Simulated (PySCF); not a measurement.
ClGe, doublet, at a GFN2-xTB geometry.

PySCF was given this input:
```python
from pyscf import gto, scf, dft

mol = gto.M(
    atom='''
Ge   -0.00000000   -0.00000000   -0.74753997
Cl    0.00000000    0.00000000    1.40713406
''',
    basis='def2-tzvp',
    spin=1,
    verbose=4,
)

mf = dft.UKS(mol)
mf.xc = 'b3lyp'
mf = mf.density_fit(auxbasis='def2-universal-jkfit')
mf.kernel()
```

What does this run give for the nuclear repulsion energy, dipole moment?


| Quantity | Result |
|---|---|
| nuclear repulsion energy | 133.6037 Eh |
| dipole moment | 1.54 D |

These values belong to the state on which the SCF converged, which isn't shown to be the lowest.
